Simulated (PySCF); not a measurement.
B(F)(Cl)(NMe2) (C2H6BClFN), SMILES CN(C)B(F)Cl.

Geometry: B3LYP-D3(BJ)/def2-SVP. One conformer was computed; it need not be the lowest.

Two levels are set side by side: TDDFT-PBE/def2-SVPD (PySCF) and TDDFT-CAM-B3LYP/def2-SVPD (PySCF). Vertical, same geometry. The lowest singlet is HOMO→LUMO 100 % with PBE and HOMO→LUMO 94 % with the other functional; states are paired by order. Differences are taken from unrounded values.

```json
[
 {"quantity": "lowest singlet excitation (eV)", "TDDFT-CAM-B3LYP": "6.77", "TDDFT-PBE": "5.89", "TDDFT-PBE minus TDDFT-CAM-B3LYP": "-0.88"},
 {"quantity": "lowest triplet excitation (TDA) (eV)", "TDDFT-CAM-B3LYP": "6.10", "TDDFT-PBE": "5.50", "TDDFT-PBE minus TDDFT-CAM-B3LYP": "-0.60"},
 {"quantity": "first bright state (f over 0.05) (eV)", "TDDFT-CAM-B3LYP": "7.66", "TDDFT-PBE": "6.90", "TDDFT-PBE minus TDDFT-CAM-B3LYP": "-0.76"},
 {"quantity": "its oscillator strength", "TDDFT-CAM-B3LYP": "0.36", "TDDFT-PBE": "0.32", "TDDFT-PBE minus TDDFT-CAM-B3LYP": "-0.05"}
]
```

Functionals without exact exchange tend to place singlet excitations lower, as here. Differences between two approximate levels are no errors against the true value.

Rough cost on one machine, each run with all the roots and properties that it gave: TDDFT-CAM-B3LYP against TDDFT-PBE about 7 times.
